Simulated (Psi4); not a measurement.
BBr3, singlet (typed; the unrestricted solution is spin-contaminated), geometry from GFN2-xTB, with bond 3-1 at 1.8 times its length; HF/STO-3G (Psi4).

The Psi4 input:
```
memory 2 GB

molecule mol {
0 1
  B     0.018083   -0.019782   -0.037610
  Br   -1.507311   -1.111182   -0.137553
  Br    0.021015    3.015892   -1.525994
  Br    1.485016   -0.552696    1.007416
}

set basis sto-3g
set reference uhf
set stability_analysis follow
set scf_type pk

energy('scf')
print_variables()
```

**Question.** Write the output that Psi4 gives for this input, abridged.

**Answer.** 
```
   => Loading Basis Set <=

    Name: STO-3G
    Role: ORBITAL
    Keyword: BASIS

         ---------------------------------------------------------
                                   SCF
               by Justin Turney, Rob Parrish, Andy Simmonett
                          and Daniel G. A. Smith
                              UHF Reference
         ---------------------------------------------------------

  ==> Geometry <==

    Molecular point group: c1
    Full point group: C1

    Geometry (in Angstrom), charge = 0, multiplicity = 1:

       Center              X                  Y                   Z               Mass
    ------------   -----------------  -----------------  -----------------  -----------------
         B            0.017687197257    -0.449548933367     0.173053214663    11.009305360000
         BR          -1.507706802743    -1.540948933367     0.073110214663    78.918337600000
         BR           0.020619197257     2.586125066633    -1.315330785337    78.918337600000
         BR           1.484620197257    -0.982462933367     1.218079214663    78.918337600000

  Running in c1 symmetry.

  Rotational constants: A =      0.04039  B =      0.01713  C =      0.01203 [cm^-1]
  Rotational constants: A =   1210.81116  B =    513.59460  C =    360.64372 [MHz]
  Nuclear repulsion =  606.262111644431570

  Charge       = 0
  Multiplicity = 1
  Electrons    = 110
  Nalpha       = 55
  Nbeta        = 55

  ==> Algorithm <==

  SCF Algorithm Type is PK.
  DIIS enabled.
  MOM disabled.
  Fractional occupation disabled.
  Guess Type is SAD.
  Energy threshold   = 1.00e-06
  Density threshold  = 1.00e-06
  Integral threshold = 1.00e-12

  ==> Primary Basis <==

  Basis Set: STO-3G
    Blend: STO-3G
    Number of shells: 27
    Number of basis functions: 59
    Number of Cartesian functions: 62
    Spherical Harmonics?: true
    Max angular momentum: 2

  ==> Integral Setup <==

  Using in-core PK algorithm.
   Calculation information:
      Number of atoms:                   4
      Number of AO shells:              27
      Number of primitives:             81
      Number of atomic orbitals:        62
      Number of basis functions:        59

      Integral cutoff                 1.00e-12
      Number of threads:                 1

  Performing in-core PK
  Using 3134670 doubles for integral storage.
  We computed 30877 shell quartets total.
  Whereas there are 71631 unique shell quartets.

  ==> DiskJK: Disk-Based J/K Matrices <==

    J tasked:                  Yes
    K tasked:                  Yes
    wK tasked:                  No
    Schwarz Cutoff:          1E-12

  Minimum eigenvalue in the overlap matrix is 3.0686556628E-01.
  Reciprocal condition number of the overlap matrix is 1.6797639771E-01.
    Using symmetric orthogonalization.

  ==> Pre-Iterations <==

  SCF Guess: Superposition of Atomic Densities via on-the-fly atomic UHF (no occupation information).

   -------------------------
    Irrep   Nso     Nmo
   -------------------------
     A         59      59
   -------------------------
    Total      59      59
   -------------------------

  ==> Iterations <==

                        Total Energy        Delta E     RMS |[F,P]|

   @UHF iter SAD: -7653.71969471861848   -7.65372e+03   0.00000e+00
   @UHF iter   1: -7657.80973767367232   -4.09004e+00   9.77491e-03 DIIS/ADIIS
   @UHF iter   2: -7654.80723507441053    3.00250e+00   1.45392e-02 DIIS/ADIIS
   @UHF iter   3: -7658.11679639756676   -3.30956e+00   3.70105e-03 DIIS/ADIIS
   @UHF iter   4: -7658.20420483471025   -8.74084e-02   1.45246e-03 DIIS/ADIIS
   @UHF iter   5: -7658.23790119870864   -3.36964e-02   8.39425e-04 DIIS/ADIIS
   @UHF iter   6: -7658.24647028988966   -8.56909e-03   5.84549e-04 DIIS/ADIIS
   @UHF iter   7: -7658.24782271414188   -1.35242e-03   1.82596e-04 DIIS/ADIIS
   @UHF iter   8: -7658.24796457143475   -1.41857e-04   9.22786e-05 DIIS
   @UHF iter   9: -7658.24799520705619   -3.06356e-05   2.88424e-05 DIIS
   @UHF iter  10: -7658.24800300768038   -7.80062e-06   2.67513e-05 DIIS
   @UHF iter  11: -7658.24800857646460   -5.56878e-06   1.93674e-05 DIIS
   @UHF iter  12: -7658.24801029486389   -1.71840e-06   6.87325e-06 DIIS
   @UHF iter  13: -7658.24801051738632   -2.22522e-07   2.16537e-07 DIIS
  Energy and wave function converged.

    Negative totally symmetric eigenvalue detected: -0.241866
    Wavefunction unstable!
    Lowest UHF->UHF stability eigenvalues:
       A -0.241866

    Rotating orbitals by 0.5 * pi / 2 radians along unstable eigenvector.
    Running SCF again with the rotated orbitals.
   @UHF iter  14: -7658.18831392419634   -7.65819e+03   3.99623e-03 DIIS/ADIIS
   @UHF iter  15: -7658.33196697135827   -1.43653e-01   1.55586e-03 DIIS/ADIIS
   @UHF iter  16: -7658.34679640578906   -1.48294e-02   4.92668e-04 DIIS/ADIIS
   @UHF iter  17: -7658.34827038363528   -1.47398e-03   8.81146e-05 DIIS
   @UHF iter  18: -7658.34836126653954   -9.08829e-05   2.94122e-05 DIIS
   @UHF iter  19: -7658.34836913247091   -7.86593e-06   8.73952e-06 DIIS
   @UHF iter  20: -7658.34837025845354   -1.12598e-06   4.99442e-06 DIIS
   @UHF iter  21: -7658.34837091958525   -6.61132e-07   2.47759e-06 DIIS
   @UHF iter  22: -7658.34837109899672   -1.79411e-07   1.61836e-06 DIIS
   @UHF iter  23: -7658.34837120248176   -1.03485e-07   1.20326e-06 DIIS
   @UHF iter  24: -7658.34837126128241   -5.88007e-08   1.14318e-06 DIIS
   @UHF iter  25: -7658.34837135318776   -9.19053e-08   1.09656e-06 DIIS
   @UHF iter  26: -7658.34837194815736   -5.94970e-07   7.49067e-07 DIIS
    Wavefunction stable under totally symmetric rotations.
    Lowest totally symmetric eigenvalue: 0.003867
    Lowest UHF->UHF stability eigenvalues:
       A 0.003867

    Stability analysis over.

  ==> Post-Iterations <==

   @Spin Contamination Metric:   9.681523532E-01
   @S^2 Expected:                0.000000000E+00
   @S^2 Observed:                9.681523532E-01
   @S   Expected:                0.000000000E+00
   @S   Observed:                0.000000000E+00

    Orbital Energies [Eh]
    ---------------------

    Alpha Occupied:

       1A   -484.499788     2A   -484.499788     3A   -484.471221
       4A    -63.225745     5A    -63.225731     6A    -63.198805
       7A    -57.775270     8A    -57.775269     9A    -57.774019
      10A    -57.774018    11A    -57.773464    12A    -57.773461
      13A    -57.752566    14A    -57.745864    15A    -57.745862
      16A     -9.170461    17A     -9.170453    18A     -9.150986
      19A     -7.447466    20A     -6.920251    21A     -6.920196
      22A     -6.911824    23A     -6.911422    24A     -6.911337
      25A     -6.909213    26A     -6.909013    27A     -6.887054
      28A     -6.887026    29A     -2.277254    30A     -2.277248
      31A     -2.274375    32A     -2.274008    33A     -2.272496
      34A     -2.272332    35A     -2.263864    36A     -2.263863
      37A     -2.263787    38A     -2.263785    39A     -2.259968
      40A     -2.254482    41A     -2.254464    42A     -2.237866
      43A     -2.237866    44A     -0.936433    45A     -0.877206
      46A     -0.875258    47A     -0.523086    48A     -0.424128
      49A     -0.411640    50A     -0.386330    51A     -0.370011
      52A     -0.347500    53A     -0.347203    54A     -0.338633
      55A     -0.324520

    Alpha Virtual:

      56A      0.231599    57A      0.252258    58A      0.461264
      59A      0.545919

    Beta Occupied:

       1A   -484.499890     2A   -484.499890     3A   -484.468577
       4A    -63.225846     5A    -63.225831     6A    -63.196476
       7A    -57.775518     8A    -57.775518     9A    -57.773870
      10A    -57.773868    11A    -57.773760    12A    -57.773759
      13A    -57.744833    14A    -57.744830    15A    -57.743500
      16A     -9.170777    17A     -9.170770    18A     -9.142842
      19A     -7.480086    20A     -6.920921    21A     -6.920882
      22A     -6.910997    23A     -6.910910    24A     -6.910072
      25A     -6.909891    26A     -6.885549    27A     -6.884025
      28A     -6.883997    29A     -2.277562    30A     -2.277450
      31A     -2.274446    32A     -2.274068    33A     -2.273005
      34A     -2.272733    35A     -2.263964    36A     -2.263964
      37A     -2.263914    38A     -2.263912    39A     -2.251105
      40A     -2.247489    41A     -2.247471    42A     -2.236558
      43A     -2.236558    44A     -0.950452    45A     -0.883118
      46A     -0.765429    47A     -0.567729    48A     -0.444785
      49A     -0.440673    50A     -0.391880    51A     -0.332863
      52A     -0.328194    53A     -0.316594    54A     -0.316273
      55A     -0.273426

    Beta Virtual:

      56A      0.100733    57A      0.189665    58A      0.436100
      59A      0.483247

    Final Occupation by Irrep:
              A
    DOCC [    55 ]
    SOCC [     0 ]
    NA   [    55 ]
    NB   [    55 ]

  @UHF Final Energy: -7658.34837194815736

   => Energetics <=

    Nuclear Repulsion Energy =            606.2621116444315703
    One-Electron Energy =              -11928.9603738996411266
    Two-Electron Energy =                3664.3498903070517372
    Total Energy =                      -7658.3483719481573644

  UHF NO Occupations:
  HONO-2 :   53  A 1.9994787
  HONO-1 :   54  A 1.9981713
  HONO-0 :   55  A 1.1931861
  LUNO+0 :   56  A 0.8068139
  LUNO+1 :   57  A 0.0018287
  LUNO+2 :   58  A 0.0005213
  LUNO+3 :   59  A 0.0003884

Computation Completed

Properties will be evaluated at   0.000000,   0.000000,   0.000000 [a0]

Properties computed using the SCF density matrix

 Multipole Moments:

 ------------------------------------------------------------------------------------
     Multipole            Electronic (a.u.)      Nuclear  (a.u.)        Total (a.u.)
 ------------------------------------------------------------------------------------

 L = 1.  Multiply by 2.5417464519 to convert [e a0] to [Debye]
 Dipole X            :          0.0072807            0.0039244            0.0112051
 Dipole Y            :          0.3334872           -0.0997448            0.2337424
 Dipole Z            :         -0.1816937            0.0383966           -0.1432971
 Magnitude           :                                                    0.2743996

 ------------------------------------------------------------------------------------

  Variable Map:
  ----------------------------------------------------------------------------
  "CURRENT ENERGY"           =>   -7658.348371948157
  "CURRENT REFERENCE ENERGY" =>   -7658.348371948157
  "DD SOLVATION ENERGY"      =>       0.000000000000
  "HF KINETIC ENERGY"        =>    7658.549566351119
  "HF POTENTIAL ENERGY"      =>  -15316.897938299277
  "HF TOTAL ENERGY"          =>   -7658.348371948157
  "HF VIRIAL RATIO"          =>       1.999973729438
  "NUCLEAR REPULSION ENERGY" =>     606.262111644432
  "ONE-ELECTRON ENERGY"      =>  -11928.960373899641
  "PCM POLARIZATION ENERGY"  =>       0.000000000000
  "PE ENERGY"                =>       0.000000000000
  "SCF ITERATION ENERGY"     =>   -7658.348371948157
  "SCF ITERATIONS"           =>      26.000000000000
  "SCF TOTAL ENERGY"         =>   -7658.348371948157
  "TWO-ELECTRON ENERGY"      =>    3664.349890307052

  Array Variable Map:
  ----------------------------------------------------------------------------
  "CURRENT DIPOLE"           =>       0.011205108722 ... -0.143297097872 1 by 3
  "SCF DIPOLE"               =>       0.011205108722 ... -0.143297097872 1 by 3
  "SCF STABILITY EIGENVALUES" =>       0.003866677476 ... 0.003866677476 1 by 1
  "SCF TOTAL ENERGIES"       =>   -7653.719694718618 ... -7658.348371948157 1 by 27
```
